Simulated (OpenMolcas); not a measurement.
Lines of Mn²⁺: computed and rescaled rates

- Program: OpenMolcas 26.06
- Method: MS-CASPT2, IPEA 0.25 Eh, imaginary shift 0.1 Eh (closed shells correlated: 3s 3p)
- Basis: ANO-RCC-VTZP [6s5p3d2f1g]
- Scalar Hamiltonian: DKH2, point nucleus
- Active space: 5 electrons in 6 orbitals (3d 4s)
- State averaging: 2S+1 = 6 even, 6 roots; 2S+1 = 4 even, 59 roots; 2S+1 = 2 even, 81 roots (67 in the spin-orbit step)
- Spin-orbit coupling: RASSI with atomic mean-field integrals over the reference wave functions, term energies averaged over their components

Rates come from the transition moments of the reference wave functions (E1 and E2 in the length form). At fixed line strength A goes as λ^-3 for E1 and M1 and as λ^-5 for E2, so a rate at the computed wavelength can be rescaled to the measured one. Measured vacuum wavelengths follow from level energies in Corliss and Sugar, J. Phys. Chem. Ref. Data 6, 1253 (1977). Branching counts decays inside the model space alone, at computed energies, and the table is only a selection of the E2 and M1 lines, drawn from those between levels with measured partners whose computed energy lies within a factor of 1.5 of the measured one.

```csv
Upper,Lower,Type,λ computed (nm),λ measured (nm),A computed (s-1),A rescaled (s-1),Branching %
3d5 4D 7/2,3d5 4P 5/2,M1,3509,3185,1.85e-02,,93.1
3d5 4D 5/2,3d5 4P 5/2,M1,3390,3109,1.05e-02,,28.3
3d5 2G 7/2(1),3d5 4F 7/2,M1,3348,2359,7.19e-03,,21.1
3d5 2G 9/2(1),3d5 4F 9/2,M1,3104,2256,1.67e-02,,24.8
3d5 2G 7/2(1),3d5 2F 7/2(1),M1,1918,1910,1.12e-02,,32.9
3d5 2F 5/2(2),3d5 4F 3/2,M1,1642,1365,3.86e-02,,43.7
3d5 2F 7/2(2),3d5 4F 9/2,M1,1595,1336,4.26e-02,,46.1
3d5 2H 9/2,3d5 2I 11/2,M1,1247,1362,3.37e-02,,17.5
3d5 2H 11/2,3d5 2I 11/2,M1,1216,1334,7.66e-02,,18.8
3d5 2F 5/2(2),3d5 2F 7/2(1),M1,1191,1191,2.04e-02,,23.1
3d5 2D 5/2(1),3d5 4P 5/2,M1,899.9,828.5,2.16e-01,,60.7
3d5 2D 3/2(1),3d5 4P 5/2,M1,872.5,806.3,2.74e-02,,17.3
3d5 4F 5/2,3d5 4D 5/2,M1,840.2,886.1,6.88e-02,,17.5
3d5 2F 5/2(1),3d5 4G 7/2,M1,637.3,615.6,1.86e-01,,43.7
3d5 4F 5/2,3d5 4G 7/2,E2,572.2,594.9,9.73e-02,8.01e-02,24.7
3d5 2H 9/2,3d5 4G 7/2,M1,515.9,508.8,6.87e-02,,35.6
3d5 2D 3/2(2),3d5 4D 1/2,M1,338.7,342.3,2.64e-01,,36.1
3d5 2D 5/2(2),3d5 4D 7/2,M1,337.8,341.3,3.11e-01,,34.5
3d5 4P 5/2,3d5 6S 5/2,M1,327.5,342.8,6.88e-01,,100.0
3d5 4D 5/2,3d5 6S 5/2,M1,298.6,308.8,2.40e-02,,64.8
3d4 4s 6D 1/2,3d5 6S 5/2,E2,162,160.1,6.70e+01,7.11e+01,100.0
3d4 4s 6D 3/2,3d5 6S 5/2,E2,161.7,159.8,6.77e+01,7.18e+01,100.0
3d4 4s 6D 5/2,3d5 6S 5/2,E2,161.2,159.4,6.87e+01,7.27e+01,100.0
3d4 4s 6D 7/2,3d5 6S 5/2,E2,160.5,158.8,7.01e+01,7.39e+01,100.0
3d4 4s 6D 9/2,3d5 6S 5/2,E2,159.7,158,7.19e+01,7.59e+01,100.0
```

Spin-changing lines and M1 lines between different terms are not rescaled, since their strength hangs on the term gaps too.

The largest correction is for 3d5 4F 5/2 → 3d5 4G 7/2 (E2): 9.73e-02 × (572.2 / 594.9)^5 = 8.01e-02 s-1, a factor of 0.82.

The computed rate and branching of 3d4 4s 6D 1/2 → 3d5 6S 5/2 give the upper level a radiative lifetime of 1.000 / 6.70e+01 s-1 = 1.49e-02 s, counting decays inside the model space alone. The rescaled rate gives about 1.4e-02 s.

The computed order of these levels differs from the measured one in 1 place, and where term gaps are wrong the rates of spin-changing lines can be off by large factors.

These are rates of the free ion; in crystals, glasses and complexes forced electric-dipole and non-radiative decay shorten such lifetimes by orders of magnitude. No measured rate stands beside these. Rescaling mends the energy factor alone: line strengths can still be far off where a level mixes with configurations outside the active space, and weak or spin-changing lines hang on small mixing coefficients that depend on the term gaps too, so rescaling need not improve them.

Term energies are means over components that CASPT2 splits; among the terms shown or strongly mixed into the levels shown the widest spread is 780 cm-1 (3d5 2I). Some high roots are left out of the spin-orbit mixing, which shifts the levels that they would mix with. A single d shell beside an s shell can misplace configurations of different d count against each other. Measured partners are found by configuration, term and J. A level has none where our copy of the source lacks it or the pairing is in doubt (some pairs that miss far off the trend of their configuration count as doubtful). Levels of configurations outside the active space are missing.

A number in round brackets counts repeated terms of one configuration in the order of the reference energies.
